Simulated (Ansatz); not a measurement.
`O[Si](O)(O)N[Si](O)(O)O`. Charge 0, multiplicity 1. Geometry: relaxed with PBE0-D4/def2-TZVP. It is one conformer, not always the lowest.

```xyz
16

O    -1.147    1.546    0.985
Si   -0.868    1.255   -0.591
O    -2.188    0.992   -1.517
O    -0.178    2.594   -1.234
N     0.067   -0.184   -0.716
Si    0.801   -1.184    0.446
O     0.763   -2.745   -0.046
O     2.373   -0.907    0.794
O    -0.027   -0.882    1.837
H    -0.998    0.786    1.564
H    -2.624    1.778   -1.849
H     0.439    3.059   -0.667
H     0.194   -0.496   -1.670
H    -0.079   -3.084   -0.353
H     3.016   -1.474    0.367
H     0.455   -1.054    2.648
```

(1) What is the dipole moment at r2SCAN/def2-TZVPP? (An estimate is asked.)

(2) And with PBE, B3LYP, ωB97M-V? (Best estimate.)

(3) Give the Mulliken charges with r2SCAN, ωB97M-V, B3LYP in def2-TZVPP. (Estimate.)

Answers

(1) The calculation gave: 2.06 D, with components (1.31, -1.59, 0.09) D in this frame, pointing from negative to positive charge.

(2) Ansatz gave: PBE 2.03 D, B3LYP 2.08 D, ωB97M-V 2.08 D.

(3) The calculation gave: 
```tsv
atom	r2SCAN	ωB97M-V	B3LYP
O1	-0.43	-0.41	-0.42
Si2	0.74	0.71	0.72
O3	-0.42	-0.39	-0.41
O4	-0.42	-0.38	-0.40
N5	-0.35	-0.30	-0.30
Si6	0.73	0.69	0.70
O7	-0.41	-0.38	-0.39
O8	-0.41	-0.38	-0.40
O9	-0.44	-0.40	-0.42
H10	0.22	0.21	0.21
H11	0.21	0.18	0.19
H12	0.21	0.18	0.19
H13	0.14	0.10	0.12
H14	0.21	0.18	0.19
H15	0.21	0.19	0.20
H16	0.22	0.20	0.20
```

B3LYP here is the variant with VWN-RPA as its local correlation; programs differ in this.
